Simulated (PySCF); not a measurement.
H₃O₄Si, SMILES [O][Si](O)(O)O, multiplicity 2. Atoms are numbered in the order given.

```xyz
8

O     -1.1405     0.8850     0.8864
Si    -0.0434     0.0297    -0.0155
O     -0.7829    -1.1506    -0.9198
O      0.9204     0.8730    -1.0720
O      0.9191    -0.5767     1.2231
H     -0.4794    -1.1791    -1.8448
H      1.3160     1.6867    -0.7149
H      0.4424    -1.1675     1.8360
```
Charge 0, spin multiplicity 2.

The structure is a stationary point at PBE-D3(BJ)/def2-SVP. The isomer is the one that the SMILES or the coordinates give; other isomers of the formula were not compared. The values are those of a single conformer.

Method: PBE-D3(BJ)/def2-SVP in PySCF.

Frequencies are harmonic and unscaled.

Computed normal modes with their intensities:
| mode | ν (cm⁻¹) | IR (km/mol) | moving atoms (share of kinetic energy) |
|---|---|---|---|
| 1 | 109 | 62.5 | H 52 %, O 48 % |
| 2 | 196 | 11.6 | O 81 %, H 11 % |
| 3 | 214 | 173.2 | H 84 %, O 15 % |
| 4 | 275 | 26.6 | O 51 %, H 41 %, Si 8 % |
| 5 | 299 | 14.2 | H 48 %, O 46 % |
| 6 | 313 | 41.3 | O 55 %, H 24 %, Si 20 % |
| 7 | 320 | 19.9 | O 50 %, H 34 %, Si 15 % |
| 8 | 347 | 53.8 | O 54 %, H 29 %, Si 17 % |
| 9 | 730 | 8.8 | O 98 % |
| 10 | 782 | 141.6 | H 57 %, O 37 % |
| 11 | 795 | 83.3 | H 85 %, O 14 % |
| 12 | 805 | 166.9 | H 56 %, O 36 % |
| 13 | 823 | 22.8 | O 42 %, H 30 %, Si 28 % |
| 14 | 938 | 108.6 | Si 45 %, O 38 %, H 18 % |
| 15 | 976 | 148.2 | Si 49 %, O 36 %, H 15 % |
| 16 | 3737 | 119.6 | H 94 % |
| 17 | 3759 | 108.4 | H 94 % |
| 18 | 3774 | 96.2 | H 94 % |
